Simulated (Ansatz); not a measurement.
Input file for `[CH3][SbH][OH]`:

```yaml
crystal:
  periodic: [false, false, false]
  atoms:
    - {symbol: C, position_ang: [-0.716805, 0.886101, -0.309704]}
    - {symbol: Sb, position_ang: [0.912691, 0.033580, 0.788791]}
    - {symbol: O, position_ang: [0.358003, -1.819492, 0.378431]}
    - {symbol: H, position_ang: [-0.464659, 1.899552, -0.625771]}
    - {symbol: H, position_ang: [-1.607583, 0.913152, 0.317005]}
    - {symbol: H, position_ang: [-0.899574, 0.262285, -1.184370]}
    - {symbol: H, position_ang: [1.984782, 0.160598, -0.549638]}
    - {symbol: H, position_ang: [0.525446, -2.392976, 1.129559]}
basis:
  gaussian: {orbitals: def2-TZVPP}
correlation: {method: ccsd_t}
output: {orbitals: {seedname: orbitals}}
```

```sh
$ ansatz run in.yaml --threads 2 --pin off --events-out ev --progress --plain --max-ram 4352MiB
```

Output of Ansatz, abridged:

```
Functional definition: HF
1227 factors; integrals over basis functions are off by at most 9.6e-4 eV
mean field evaluation 1: about -9654.6120 eV, gradient 4.3e1 eV
mean field evaluation 2: about -9654.7616 eV, gradient 4.4e1 eV
mean field evaluation 4: about -9658.6528 eV, gradient 3.8e0 eV
mean field evaluation 8: about -9658.7165 eV, gradient 3.2e-1 eV
mean field evaluation 16: about -9658.7170 eV, gradient 1.7e-6 eV
mean field -9658.71703009 eV, -354.9513039422 hartree, gradient 1.7e-6 eV, S^2 0.000000; 0 other end points of the search recorded, 0 dependent functions left out
6 core orbitals not correlated: weight in the atoms' cores, before any rotation towards them, 1.000 or more for the frozen orbitals, at most 0.000 for the correlated occupied ones
reference -9658.71703009 eV, -354.9513039422 hartree; 15, 15 occupied and 161, 161 virtual orbitals, 1227 factors
second order -21.26693339 eV of doubles, -0.00000000 eV of singles
cycle   1  -20.98926384 eV  change    2.8e-1 eV  update   1.1e-1
cycle   2  -21.49952446 eV  change   -5.1e-1 eV  update   3.3e-2
cycle   3  -21.61935263 eV  change   -1.2e-1 eV  update   1.9e-2
cycle   4  -21.60982304 eV  change    9.5e-3 eV  update   5.3e-3
cycle   5  -21.60646400 eV  change    3.4e-3 eV  update   2.4e-3
cycle   6  -21.60746091 eV  change   -1.0e-3 eV  update   7.5e-4
cycle   7  -21.60718864 eV  change    2.7e-4 eV  update   2.7e-4
cycle   8  -21.60706659 eV  change    1.2e-4 eV  update   8.4e-5
cycle   9  -21.60709433 eV  change   -2.8e-5 eV  update   3.2e-5
perturbative correction -0.73420115 eV, -0.0269813948 hartree
Total energy: -9681.05832557 eV, -355.7723314077 hartree
```

Run time 76 s (2 threads of an Arm Neoverse V2 on a shared host); peak host memory 2.1 GiB.

The correlation energy is -22.341 eV, 3.3 % of it from (T); the T1 diagnostic reads 0.0134.
